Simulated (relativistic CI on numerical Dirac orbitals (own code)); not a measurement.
**What each ingredient does to the levels of Li+**

Base calculation: Dirac-Coulomb-Breit CI, separate exchange-only KLI orbitals for each configuration, model QED (radiative potential, 1s self-energy scaled to tabulated hydrogen-like ionisation energies), valence Slater integrals scaled by 0.85, P86 correlation energy added to each configuration.

Configurations in the expansion: 1s2, 1s 2s, 1s 2p, 1s 3s, 1s 3p, 1s 3d, 1s 4s, 1s 4p, 1s 4d, 1s 4f, 1s 5s, 1s 5p, 1s 5d, 1s 5f, 1s 5g, 1s 6s, 1s 6p, 1s 6d. Levels of other configurations are missing.

Variants: (1) no correlation estimate; (2) valence Slater integrals scaled by 0.75; (3) configuration mixing switched off; (4) Breit term removed. Shifts of the energy above 1s2 1S_0, in cm⁻¹, for the lowest level and the first level of each name with at least 55 % of one term (blank where a level changes its place among those of its configuration and J or its character, or is not in the variant):

```csv
Level,Base,Δ(1),Δ(2),Δ(3),Δ(4),Measured
1s2 1S_0,0,0,0,0,0,0
1s 2s 3S_1,470106,-2420,+396,+87,+57,476034
1s 2s 1S_0,482931,-2434,-1179,+728,+50,
1s 2p 3P°_1,488684,-2848,+237,+31,+52,494260
1s 2p 3P°_2,488686,-2848,+237,+31,+56,494262
1s 2p 3P°_0,488690,-2848,+237,+31,+44,494266
1s 2p 1P°_1,496376,-2856,-709,+403,+58,501808
1s 3s 3S_1,549541,-4009,+103,-31,+57,554754
1s 3s 1S_0,553206,-4007,-311,-202,+54,558777
1s 3p 3P°_1,554361,-4048,+76,-9,+55,559500
1s 3p 3P°_2,554361,-4048,+76,-9,+56,559500
1s 3p 3P°_0,554363,-4048,+76,-9,+53,559501
1s 3d 3D_2,554839,-3109,+1,0,+57,
1s 3d 3D_3,554839,-3109,+1,0,+57,
1s 3d 3D_1,554840,-3109,+1,0,+56,
1s 3d 1D_2,554880,-3109,-4,0,+57,
1s 3p 1P°_1,557018,-4049,-230,-68,+57,561752
1s 4s 3S_1,575142,-4585,+43,-24,+57,
1s 4s 1S_0,576766,-4583,-130,-193,+55,
1s 4p 3P°_2,577082,-4589,+35,-8,+56,
1s 4p 3P°_1,577082,-4589,+35,-8,+56,
1s 4p 3P°_0,577083,-4589,+35,-8,+55,
```

For a near-neutral ion this model can misplace configurations by up to about 10,000 cm⁻¹ (more where the count of f electrons changes) and terms by 10 to 25 % of their spread. Rates follow the energies as ν³ (E1, M1) or ν⁵ (E2), so they and the lifetimes can be off by large factors. The fine structure of a lone outer electron comes out too small, for d and f at times inverted, and misplaced configurations move strength between like terms. 11 of the 11 excited levels that our extract of the measured tables holds in this range could be paired (the sources list more); they are missed by 5366 cm⁻¹ on average and 5928 at most, and levels without a partner can miss by more.

Measured levels: NIST Handbook of Basic Atomic Spectroscopic Data (Sansonetti and Martin, J. Phys. Chem. Ref. Data 34, 1559 (2005)).

Ionisation energy from the two ground configurations alone: base 75.25 eV; no correlation estimate 74.45 eV. The NIST ASD value (theoretical) is 75.6401 eV.
